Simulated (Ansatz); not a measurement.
Z-matrix (Å, degrees):
```
B
C 1 1.539
H 1 1.204 2 121.7
H 1 1.198 2 120.7 3 180.0
C 2 1.348 1 117.9 3 179.9
B 2 1.565 1 123.7 3 -0.1
H 5 1.089 2 121.9 1 -180.0
H 5 1.088 2 122.0 1 0.0
O 6 1.351 2 122.0 1 0.1
H 6 1.201 2 121.6 1 -179.9
H 9 0.964 6 112.1 2 -0.0
```

The species carries charge 0 and has multiplicity 1.

Question: List the B3LYP/def2-TZVPP orbital energies in eV (Ansatz 0.2.0). (Best estimate.)

Answer: The calculation gave: Occupied: -521.06, -277.93, -276.39, -183.93, -183.82, -28.16, -21.33, -16.41, -15.49, -13.99, -12.88, -11.80, -10.55, -10.30, -10.08, -9.33, -8.47, -8.18. Lowest empty: -2.64, -0.92, 0.87, 1.38, 1.49, 2.00, 2.17, 2.25.

B3LYP here is the variant with VWN-RPA as its local correlation; programs differ in this.
